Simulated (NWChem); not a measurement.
# BiBrCl2; SMILES [Cl][Bi]([Cl])[Br]

```xyz
4

Bi    -0.4684     0.4007     0.0000
Cl     0.9158     1.1959     1.8715
Cl     0.9158     1.1959    -1.8715
Br     0.2211    -2.1121     0.0000
```
Atoms are numbered in this order, from 1.

The geometry was optimised at PBE0/def2-SVP. Not confirmed as a minimum by frequencies. def2 effective core potentials on Bi; no spin-orbit coupling.

Symmetry labels are those of Cs in the frame above (b1 and b2, or b-type labels, depend on it).

Question: List the 4 lowest vertical singlet excitations from CAM-B3LYP/def2-SVPD with def2 effective core potentials on Bi, TDA (NWChem).

Answer: 
```csv
state,energy (eV),oscillator strength,symmetry,leading excitation (squared amplitude)
S1,4.73,0.018,a',HOMO → LUMO (0.81)
S2,4.78,0.002,a",HOMO−1 → LUMO (0.89)
S3,5.02,0.023,a',HOMO−2 → LUMO (0.56)
S4,5.26,0.001,a",HOMO−3 → LUMO (0.50)
```
